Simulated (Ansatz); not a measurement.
Ansatz (a first-principles code) input (B3LYP-D3(BJ)/def2-TZVP):

Ansatz 0.2 input:
```yaml
crystal:
  periodic: [false, false, false]
  atoms:
    - {symbol: Zn, position_ang: [0.92478776, 0.16357212, 0.47212312]}
    - {symbol: H, position_ang: [-0.24352949, -1.20003378, -0.16924014]}
    - {symbol: H, position_ang: [-0.61847297, 1.00012153, -0.25022564]}
basis:
  gaussian:
    orbitals: def2-TZVP
hamiltonian:
  xc: b3lyp
  dispersion: d3bj
magnetization: {spin_polarized: true, initial_magnetization: 2}
relax: {f_tol: 0.002, max_steps: 150}
```

Output:

```
Functional definition: B3LYP
integrals: 0.01 GiB planned
545 factors; integrals over basis functions are off by at most 3.0e-4 eV
mean field: 0.21 GiB planned
mean field evaluation 1: about -48448.8204 eV, gradient 2.2e1 eV
mean field evaluation 2: about -48447.0943 eV, gradient 4.5e1 eV
mean field evaluation 4: about -48449.8638 eV, gradient 3.8e-1 eV
mean field evaluation 8: about -48449.8969 eV, gradient 2.2e-2 eV
mean field evaluation 16: about -48449.8969 eV, gradient 6.0e-5 eV
mean field -48449.89689708 eV, -1780.5008704480 hartree, gradient 6.0e-5 eV, S^2 2.014456; 0 other end points of the search recorded, 0 dependent functions left out
the calculation of the forces begins
reference -48449.89709944 eV, -1780.5008778846 hartree; 17, 15 occupied and 43, 45 virtual orbitals, 545 factors
relax step   1: F+E_penalty+E_count = -48449.95765057 eV  Δ(F+E_penalty+E_count) = +0.000e0 eV  max|allowed force component| = 4.131e-1 eV/Å  Δτ_max = 0.0000 Å  (28 SCF iters, accepted)
these checks for a lower state are left out or cut short: starts, cluster_reference, orbital_swaps, neighbouring_geometries, increment
integrals: 0.01 GiB planned
545 factors; integrals over basis functions are off by at most 1.3e-3 eV
mean field: 0.21 GiB planned
mean field -48450.00252822 eV, -1780.5047523210 hartree, gradient 8.0e-6 eV, S^2 2.010303; 0 other end points of the search recorded, 0 dependent functions left out
the calculation of the forces begins
reference -48450.00272876 eV, -1780.5047596907 hartree; 17, 15 occupied and 43, 45 virtual orbitals, 545 factors
relax step   2: F+E_penalty+E_count = -48450.04304988 eV  Δ(F+E_penalty+E_count) = -8.540e-2 eV  max|allowed force component| = 4.791e-1 eV/Å  Δτ_max = 0.1950 Å  (32 SCF iters, accepted)
these checks for a lower state are left out or cut short: starts, cluster_reference, orbital_swaps, neighbouring_geometries, increment
integrals: 0.01 GiB planned
545 factors; integrals over basis functions are off by at most 2.0e-3 eV
mean field: 0.21 GiB planned
mean field evaluation 32: about -48449.9903 eV, gradient 1.7e-5 eV
mean field -48449.99034538 eV, -1780.5043046098 hartree, gradient 1.7e-5 eV, S^2 2.007489; 0 other end points of the search recorded, 0 dependent functions left out
the calculation of the forces begins
reference -48449.99054533 eV, -1780.5043119576 hartree; 17, 15 occupied and 43, 45 virtual orbitals, 545 factors
relax step   3: F+E_penalty+E_count = -48450.02720726 eV  Δ(F+E_penalty+E_count) = +1.584e-2 eV  max|allowed force component| = 7.019e-1 eV/Å  Δτ_max = 0.0995 Å  (31 SCF iters, rejected (line search))
these checks for a lower state are left out or cut short: starts, cluster_reference, orbital_swaps, neighbouring_geometries, increment
integrals: 0.01 GiB planned
545 factors; integrals over basis functions are off by at most 1.3e-3 eV
mean field: 0.21 GiB planned
mean field -48450.03075683 eV, -1780.5057897032 hartree, gradient 8.7e-6 eV, S^2 2.009362; 0 other end points of the search recorded, 0 dependent functions left out
the calculation of the forces begins
reference -48450.03095761 eV, -1780.5057970817 hartree; 17, 15 occupied and 43, 45 virtual orbitals, 545 factors
relax step   4: F+E_penalty+E_count = -48450.06871444 eV  Δ(F+E_penalty+E_count) = -2.566e-2 eV  max|allowed force component| = 9.750e-2 eV/Å  Δτ_max = 0.0485 Å  (31 SCF iters, accepted)
these checks for a lower state are left out or cut short: starts, cluster_reference, orbital_swaps, neighbouring_geometries, increment
integrals: 0.01 GiB planned
545 factors; integrals over basis functions are off by at most 1.2e-3 eV
mean field: 0.21 GiB planned
mean field -48450.03203372 eV, -1780.5058366281 hartree, gradient 1.8e-5 eV, S^2 2.009295; 0 other end points of the search recorded, 0 dependent functions left out
the calculation of the forces begins
reference -48450.03223466 eV, -1780.5058440122 hartree; 17, 15 occupied and 43, 45 virtual orbitals, 545 factors
relax step   5: F+E_penalty+E_count = -48450.06972585 eV  Δ(F+E_penalty+E_count) = -1.011e-3 eV  max|allowed force component| = 4.307e-3 eV/Å  Δτ_max = 0.0123 Å  (25 SCF iters, accepted)
these checks for a lower state are left out or cut short: starts, cluster_reference, orbital_swaps, neighbouring_geometries, increment
integrals: 0.01 GiB planned
545 factors; integrals over basis functions are off by at most 1.2e-3 eV
mean field: 0.21 GiB planned
mean field -48450.03204156 eV, -1780.5058369163 hartree, gradient 3.9e-5 eV, S^2 2.009322; 0 other end points of the search recorded, 0 dependent functions left out
the calculation of the forces begins
reference -48450.03224252 eV, -1780.5058443014 hartree; 17, 15 occupied and 43, 45 virtual orbitals, 545 factors
relax step   6: F+E_penalty+E_count = -48450.06973522 eV  Δ(F+E_penalty+E_count) = -9.370e-6 eV  max|allowed force component| = 8.446e-4 eV/Å  Δτ_max = 0.0019 Å  (21 SCF iters, accepted)
integrals: 0.01 GiB planned
545 factors; integrals over basis functions are off by at most 1.2e-3 eV
mean field: 0.21 GiB planned
mean field evaluation 64: about -48450.0320 eV, gradient 1.9e-3 eV
mean field -48450.03204156 eV, -1780.5058369163 hartree, gradient 3.9e-5 eV, S^2 2.009322; 1 other end points of the search recorded, 0 dependent functions left out
the calculation of the forces begins
reference -48450.03224252 eV, -1780.5058443014 hartree; 17, 15 occupied and 43, 45 virtual orbitals, 545 factors
Total energy: -48450.06993618 eV, -1780.5072295177 hartree
Atom 0 at     0.880962     0.152490     0.449961 Å, force     0.000155    -0.000020     0.000075 eV/Å
Atom 1 at    -0.252335    -1.003773    -0.164299 Å, force     0.000102    -0.000824     0.000011 eV/Å
Atom 2 at    -0.565842     0.814943    -0.233005 Å, force    -0.000256     0.000845    -0.000087 eV/Å
Dipole moment:     0.040101     0.007676     0.020162 e Å
```

The spin state was set by rule; other spins were not relaxed.
